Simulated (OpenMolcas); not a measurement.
A run on V2+ with 6 ligands (chloride) in octahedral coordination (Oh) at 2.69 Å. A charge of +0.667 e stands 2.6 Å behind each ligand. Ligand basis ANO-RCC-VDZP.

```yaml
Program: OpenMolcas
Method: CASSCF
Basis: ANO-RCC-VDZP [5s4p2d1f]
Scalar_Hamiltonian: DKH2, point nucleus
Active_space: 3 electrons in 5 orbitals (3d)
State_averaging: 2S+1 = 4 even, 10 roots; 2S+1 = 2 even, 40 roots
Spin-orbit_coupling: RASSI with atomic mean-field integrals over the reference wave functions
```

142 basis functions. Blocks (2S+1, parity, CSFs, roots kept): 4, even, 10, 10; 2, even, 40, 40.

How long do the RASSCF and RASSI steps take on 1 thread of Arm Neoverse V1 (shared host)?

About 28 s of wall time, without the integral step.
